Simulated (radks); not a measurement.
Task: Excited configurations of Pt3+: one electron is placed in a higher orbital outside [Xe] 4f14 5d6. The ground configuration is [Xe] 4f14 5d7. Method: scalar-relativistic Kohn-Sham, PBEsol, spin-unpolarised, spherical densities, finite nucleus; Fermi nuclear charge, rms radius 5.427 fm; computed with a radial shooting solver on a logarithmic mesh with Libxc functionals. Excitation = E - E(ground); binding = E(ion) - E, where the ion is the core of charge +4; n* = 4/sqrt(2 binding) in atomic units, and the quantum defect is n - n*.

| outer orbital | excitation (eV) | binding (eV) | n* | quantum defect | eigenvalue (eV) | <r> (bohr) |
|---|---|---|---|---|---|---|
| 6s | 7.107 | 38.578 | 2.375 | 3.625 | -33.912 | 2.284 |
| 6p | 16.873 | 28.812 | 2.749 | 3.251 | -25.031 | 2.758 |
| 6d | 27.477 | 18.209 | 3.458 | 2.542 | -15.748 | 3.898 |
| 6f | 35.691 | 9.995 | 4.667 | 1.333 | -8.608 | 6.715 |
| 7s | 27.118 | 18.567 | 3.424 | 3.576 | -16.538 | 4.532 |
| 7p | 30.414 | 15.271 | 3.776 | 3.224 | -13.552 | 5.279 |
| 7d | 34.641 | 11.045 | 4.440 | 2.560 | -9.724 | 6.876 |
| 7f | 38.758 | 6.927 | 5.606 | 1.394 | -6.101 | 10.47 |

Estimate the row for 5f.

Result: excitation (eV) 30.629; binding (eV) 15.056; n* 3.802; quantum defect 1.198; eigenvalue (eV) -12.263; <r> (bohr) 3.699. The Delta-SCF ionisation energy is 45.686 eV (NIST Atomic Spectra Database: 43 eV, theoretical). Self-interaction in the functional shifts the binding energies and quantum defects, so they are the method's values and not measured ones. Spin polarisation and multiplet splitting are left out, so open shells lie too high by an amount that depends on their filling. Spin-orbit splitting is averaged out at the scalar-relativistic level.

Beside tabulated values, note that spin-unpolarised runs miss the spin-polarisation part of the exchange energy of open shells.
